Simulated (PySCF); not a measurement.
In(OH)(SH)2 (H3InOS2), SMILES [In]([OH])([SH])[SH].

Geometry optimised at B3LYP-D3(BJ)/def2-SVP. The def2 effective core potentials stand for the cores of In; spin–orbit coupling is left out. One conformer was computed; it need not be the lowest.

Calculation: TDA-PBE/def2-SVPD (PySCF).

Vertical excitations.  State labels are in the subgroup Cs.

```tsv
state	symmetry	energy (eV)	λ (nm)	f	main pairs
S1	A"	3.59	346	0.000	HOMO→LUMO 100 %
S2	A"	3.83	324	0.009	HOMO−1→LUMO 100 %
S3	A"	4.55	272	0.030	HOMO−2→LUMO 99 %
S4	A'	4.77	260	0.013	HOMO→LUMO+1 56 %, HOMO−3→LUMO 35 %
S5	A'	5.01	247	0.012	HOMO−1→LUMO+1 46 %, HOMO−4→LUMO 29 %, HOMO→LUMO+1 13 %, HOMO−3→LUMO 10 %
S6	A"	5.43	228	0.000	HOMO→LUMO+2 98 %
S7	A"	5.65	219	0.005	HOMO−1→LUMO+2 96 %
S8	A'	5.70	218	0.158	HOMO−1→LUMO+1 32 %, HOMO−2→LUMO+1 25 %, HOMO−3→LUMO 18 %, HOMO−5→LUMO 8 %
S9	A"	5.78	215	0.000	HOMO−3→LUMO+1 94 %
S10	A"	5.87	211	0.009	HOMO→LUMO+3 93 %
T1	A"	3.30	376	0	HOMO→LUMO 100 %
T2	A"	3.51	353	0	HOMO−1→LUMO 100 %
T3	A'	4.10	302	0	HOMO−3→LUMO 98 %
T4	A"	4.16	298	0	HOMO−2→LUMO 99 %
```
Triplets are in the Tamm–Dancoff approximation.
